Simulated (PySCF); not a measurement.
A mixed set of molecules. Computed, not measured: TDDFT PBE0/def2-SVPD, vertical, gas phase, core orbitals frozen in the response (PySCF). Geometries: GFN2-xTB; one conformer of each isolated species. Triplets are in the Tamm–Dancoff approximation. 'Strongest' means the level of largest summed f among the lowest 6 singlets; it needn't be the same kind of state in each. Ions are computed without counter-ions or solvent.

**Question.** Rank by computed lowest singlet excitation energy, highest first.
A. `CCCN1CC1`
B. `[H]/N=C\C(C)(C)C`
C. `C=C[C@@]1(F)CC[C@@H](F)O1`
D. `c1c(sc(C#N)c1C#C)[O-]`
E. `ClC(C#CC(O)=O)(Cl)Cl`
F. `C[C@@H]1CCC(F)=C(F)O1`
G. `C=C(C)CNC`
H. `C=CC/C=C/OC(F)F`

**Answer.** C (7.54 eV), A (6.54 eV), H (6.22 eV), F (5.92 eV), G (5.71 eV), B (5.23 eV), E (4.58 eV), D (3.37 eV).

```
                   SMILES  S1 (eV)  strongest (eV)  T1 (eV)  HOMO (eV)  f (strongest)  first f ≥ 0.01 (nm)  S1 mainly
C=C[C@@]1(F)CC[C@@H](F)O1     7.54            7.54     4.46      -8.09           0.38                  164  H→L (77%)
                 CCCN1CC1     6.54            7.43     6.35      -6.70           0.05                  190  H→L (89%)
          C=CC/C=C/OC(F)F     6.22            6.22     4.31      -7.39           0.25                  199  H→L (91%)
    C[C@@H]1CCC(F)=C(F)O1     5.92            7.09     4.46      -6.51           0.09                  209  H→L (85%)
                C=C(C)CNC     5.71            7.25     4.43      -6.52           0.05                  179  H→L (98%)
         [H]/N=C\C(C)(C)C     5.23            8.17     4.40      -7.20           0.17                  167  H→L (98%)
     O=C(O)C#CC(Cl)(Cl)Cl     4.58            5.42     4.17      -8.80           0.06                  229  H→L (94%)
      C#Cc1cc([O-])sc1C#N     3.37            4.90     2.10      -1.59           0.21                  368  H→L (97%)
```

H and L stand for HOMO and LUMO.

- `C=C[C@@]1(F)CC[C@@H](F)O1`: Löwdin shares by element: HOMO carbon 82% or more (atoms not listed hold the other 18%); LUMO carbon 70% or more, hydrogen 12% or more (atoms not listed hold the other 18%).
- `CCCN1CC1`: Löwdin shares by element: HOMO nitrogen 54%, carbon 30% or more (atoms not listed hold the other 15%); LUMO carbon 44% or more (atoms not listed hold the other 56%).
- `C=CC/C=C/OC(F)F`: Löwdin shares by element: HOMO carbon 60% or more, oxygen 17% (atoms not listed hold the other 23%); LUMO carbon 70% or more (atoms not listed hold the other 30%).
- `C[C@@H]1CCC(F)=C(F)O1`: Löwdin shares by element: HOMO carbon 52% or more, oxygen 19%, fluorine 11% or more (atoms not listed hold the other 18%); LUMO carbon 30% or more, hydrogen 10% or more (atoms not listed hold the other 60%).
- `C=C(C)CNC`: Löwdin shares by element: HOMO nitrogen 59%, carbon 19% or more, hydrogen 5% or more (atoms not listed hold the other 17%); LUMO carbon 64% or more, hydrogen 6% or more (atoms not listed hold the other 30%).
- `[H]/N=C\C(C)(C)C`: Löwdin shares by element: HOMO nitrogen 56%, carbon 25% or more, hydrogen 8% or more; LUMO carbon 40% or more, nitrogen 36%, hydrogen 6% or more (atoms not listed hold the other 19%).
- `O=C(O)C#CC(Cl)(Cl)Cl`: Löwdin shares by element: HOMO carbon 39% or more, oxygen 34% or more, chlorine 10% or more (atoms not listed hold the other 17%); LUMO carbon 50% or more, oxygen 15% or more (atoms not listed hold the other 35%).
- `C#Cc1cc([O-])sc1C#N`: Löwdin shares by element: HOMO carbon 37% or more, oxygen 19%, nitrogen 10% (atoms not listed hold the other 34%); LUMO carbon 52% or more (atoms not listed hold the other 48%).

Without π bonds the low states may be Rydberg-like; a valence basis with one diffuse set may place them up to an eV too high.
